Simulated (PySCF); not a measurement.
## ReSe₂: from structure and modes to constants

Level of theory: UPBE0/[Re def2-TZVP with ECP60, Se def2-TZVP], scalar-relativistic core potentials, density fitting, no spin–orbit coupling, PySCF.

The quartet minimum has C2v symmetry. Masses (u): Re 186.95575, Se 79.91652.

```xyz
3
charge 0 multiplicity 4, angstrom
Re    0.0000    0.0000   -0.4307
Se    2.0342    0.0000    0.4972
Se   -2.0342    0.0000    0.4972
```

Harmonic wavenumbers (cm⁻¹): 67.4 (a1, ×1), 329.5 (a1, ×1), 372.6 (b2, ×1).

Task: Find the principal moments of inertia and the rotational constants. What kind of rotor is it?

Result: About the centre of mass I = 74.176, 661.36, 735.54 u Å². With B = 16.8576/I this gives 0.2273, 0.02549, 0.02292 cm⁻¹. The molecule is an asymmetric top with κ = -0.97.

Task: Find the vibrational entropy and heat capacity at 298.15 K.

Result: With u = 1.43878 ω/T, each mode gives S = R[u/(eᵘ−1) − ln(1−e⁻ᵘ)] and C = R u² eᵘ/(eᵘ−1)².
```json
{"ω (cm⁻¹)": "67.4", "u": "0.325", "S (J/(mol K))": "17.69", "C (J/(mol K))": "8.24"}
{"ω (cm⁻¹)": "329.5", "u": "1.590", "S (J/(mol K))": "5.28", "C (J/(mol K))": "6.76"}
{"ω (cm⁻¹)": "372.6", "u": "1.798", "S (J/(mol K))": "4.47", "C (J/(mol K))": "6.40"}
```
The sums over all modes are S = 27.4 and C = 21.4 J/(mol K); the softest mode gives 64 % of the entropy.

Other isomers or separated fragments may lie lower. Open d and f shells are described by one determinant, and the ground state may have another occupation or spin. Spin–orbit coupling, left out here, can matter for elements this heavy.
